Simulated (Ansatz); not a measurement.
Molecule: sum formula BSiH2F2, charge 0, multiplicity 2. It need not be the lowest isomer of its formula. 
Structure (B3LYP-D3(BJ)/def2-TZVP (Ansatz, a quantum-chemistry and plane-wave program) minimum search):
```xyz
6

F      1.3555    -0.9579     0.1600
B      0.5236     0.0707     0.0619
F      1.0654     1.2815     0.0573
Si    -1.4340    -0.1942    -0.1843
H     -2.0071    -1.4959     0.2137
H     -2.3239     0.9494     0.1015
```
Charge 0, spin multiplicity 2.

Basis-set convergence of Hartree-Fock and CCSD(T) correlation energies (hartree) with Ansatz. Correlated levels leave the core frozen unless marked. UHF or UKS for open shells. No spin-orbit coupling. No relativistic terms.

```json
[
 {"basis": "aug-cc-pV(D+d)Z", "functions": "119", "E(HF)": "-513.76144", "E(corr, CCSD(T))": "-0.61536"},
 {"basis": "aug-cc-pV(T+d)Z", "functions": "239", "E(HF)": "-513.84371", "E(corr, CCSD(T))": "-0.75918"},
 {"basis": "aug-cc-pV(Q+d)Z", "functions": "421", "E(HF)": "-513.86274", "E(corr, CCSD(T))": "-0.80859"}
]
```

Extrapolating the two largest sets (X = 3 and 4) as X^-3: E(corr) = (64·(-0.80859) - 27·(-0.75918))/37 = -0.8446 Eh, an estimate of the basis-set limit. The largest set recovers 95.7 % of it, the smallest 72.9 %.
